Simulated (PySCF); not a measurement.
# MgSb⁺: energy against distance

Set-up: PySCF, scalar-relativistic core potentials, basis sets Mg aug-cc-pVDZ, Sb aug-cc-pVDZ-PP with ECP28. Energies in eV from Mg⁺ + Sb in their ground configurations at the same level. State: ³Σ⁻ (triplet), unpaired electrons π ↑↑.

All columns are PBE0. A positive dipole points towards Sb; it is taken about the centre of mass and depends on that origin.

| R (Å) | E (eV) | μ (D) | Mulliken charge on Mg (basis-dependent) | HOMO (eV) | LUMO (eV) | Mayer bond order | ⟨S²⟩ |
| --- | --- | --- | --- | --- | --- | --- | --- |
| 2.374 | -1.093 | -8.08 | 0.55 | -11.67 | -8.24 | 1.35 | 2.02 |
| 2.485 | -1.388 | -8.33 | 0.59 | -11.52 | -8.08 | 1.26 | 2.03 |
| 2.595 | -1.547 | -8.53 | 0.64 | -11.39 | -8.07 | 1.18 | 2.04 |
| 2.678 | -1.601 | -8.65 | 0.67 | -11.32 | -8.11 | 1.12 | 2.05 |
| 2.761 | -1.614 | -8.75 | 0.70 | -11.26 | -8.14 | 1.07 | 2.06 |
| 2.844 | -1.597 | -8.83 | 0.72 | -11.21 | -8.18 | 1.02 | 2.08 |
| 2.954 | -1.542 | -8.91 | 0.74 | -11.16 | -8.22 | 0.95 | 2.11 |
| 3.092 | -1.440 | -8.98 | 0.75 | -11.12 | -8.27 | 0.85 | 2.17 |
| 3.258 | -1.296 | -9.08 | 0.75 | -11.09 | -8.34 | 0.74 | 2.25 |
| 3.479 | -1.100 | -9.31 | 0.74 | -11.04 | -8.44 | 0.61 | 2.36 |

A fit through these points gives, at Re = 2.752 Å, μ = -8.74 D and dμ/dR = -1.09 D/Å; the reduced mass is 20.01 u.

Question: How strong is the fundamental in the double-harmonic approximation, I = 42.26·(dμ/dR)²/μred km/mol?

Answer: I = 42.26·(-1.09)²/20.01 = 2.51 km/mol at PBE0.

⟨S²⟩ of the unrestricted solution departs from its pure value on part of the curve, where spin states mix. Spin–orbit coupling is left out, which matters for elements this heavy, above all for dissociation energies. For an ion De counts to the pair picked by the measured ionisation energies or electron affinities, which need not be the lowest pair at this level. The state is the lowest determinant that a PBE0 search found; another state may lie lower at other levels.
